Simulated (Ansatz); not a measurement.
`S[CH]1[CH2][GeH2]1` → `C=[C](S)[GeH3]`  (isomerisation)

Gas-phase electronic energies from Ansatz, PBE0-D4/def2-TZVP geometries. CBS: MP2 limit from def2 TZ/QZ plus the TZ coupled-cluster correction, frozen cores. Functionals use def2-TZVPP. For Ge outer-core shells are correlated without core-valence functions, which leaves a few kJ/mol of doubt a bond. Scalar relativity is left out up to krypton. Each species was taken in one conformer, which may not be the lowest.

`S[CH]1[CH2][GeH2]1`:

Z-matrix (Å, degrees):
```
C
C 1 1.528
Ge 1 1.953 2 66.4
S 1 1.782 2 114.4 3 -115.4
H 1 1.086 2 114.6 3 110.0
H 2 1.084 1 116.5 3 -112.3
H 2 1.085 1 116.2 3 109.7
H 3 1.523 1 117.7 2 104.0
H 3 1.520 1 117.2 2 -104.6
H 4 1.343 1 98.5 2 145.9
```

`C=[C](S)[GeH3]`:

Cartesian coordinates in Å:
```
C 1.123 0.172 -1.249
C 0.327 0.452 -0.218
S 0.308 2.069 0.469
Ge -0.741 -0.928 0.644
H 1.736 0.927 -1.733
H 1.189 -0.837 -1.641
H -0.865 1.977 1.116
H -0.217 -1.179 2.067
H -0.663 -2.213 -0.194
H -2.197 -0.439 0.739
```

(1) Is it downhill or uphill in electronic energy at CCSD(T)/CBS, and by how much? (Best estimate.)

(2) What do these levels give: PBE-D4, r2SCAN-D4, B2PLYP, PBE0, HF/def2-TZVPP, MP2/def2-QZVPP? (Estimate.)

Largest T1 diagnostic among the species: 0.012.

## Answers

(1) Ansatz gave: Downhill: ΔE = -46.0 kJ/mol.

(2) Computed: PBE-D4 -43.9, r2SCAN-D4 -47.9, B2PLYP -56.0, PBE0 -40.0, HF/def2-TZVPP -80.2, MP2/def2-QZVPP -37.7 kJ/mol.

From PBE to PBE0 (25 % exact exchange), in def2-TZVPP and without D4, ΔE moves by +3.1 kJ/mol. In def2-TZVPP, CCSD(T) changes the Hartree–Fock value by +27.8 kJ/mol (the triples alone add +1.2 kJ/mol) and MP2 by +38.8 kJ/mol.
